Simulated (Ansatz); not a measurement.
Ideal-gas functions of H2IIn, SMILES `[InH2][I]` at 500 K and 1 bar, from an Ansatz frequency run at PBE0-D4/def2-TZVP.

Molar mass 243.74 g/mol, point group C2v (symmetry number 2), electronic degeneracy 1, moments of inertia 4.921, 439.453, 444.373 u Å². Harmonic wavenumbers (cm⁻¹, unscaled): 199, 382, 524, 570, 1860, 1870.

Use S(trans) = R[1.5 ln M + 2.5 ln T − 1.1517]; rotational temperatures θ = 24.2544 K / I; S(rot) = R[ln(√π/σ · √(T³/θAθBθC)) + 1.5]; for each mode x = 1.438777 ν̃/T, S = R[x/(eˣ − 1) − ln(1 − e⁻ˣ)] and H = RT x/(eˣ − 1); 1 cm⁻¹ = 0.0119627 kJ/mol; R = 8.31446 J/(mol·K).

By hand: the entropy, in J/(mol·K).

Translation 188.1. Rotation: θ = 4.9288, 0.0552, 0.0546 K, giving 106.5. Vibration, mode by mode: 13.06, 7.93, 5.65, 5.07, 0.25, 0.25, in all 32.2. Electronic 0.0. Sum 326.8 J/(mol·K).

By hand: H − E and G − E in kJ/mol, counted from the electronic energy.

Zero-point energy ½ × 5405 × 0.0119627 = 32.3; thermal vibration 9.0; translation, rotation and pV give 4 RT = 16.6. H − E = 57.9 kJ/mol, and G − E = 57.9 − 500 × 326.8/1000 = -105.5 kJ/mol.

Vibration gives 10 % of the entropy.
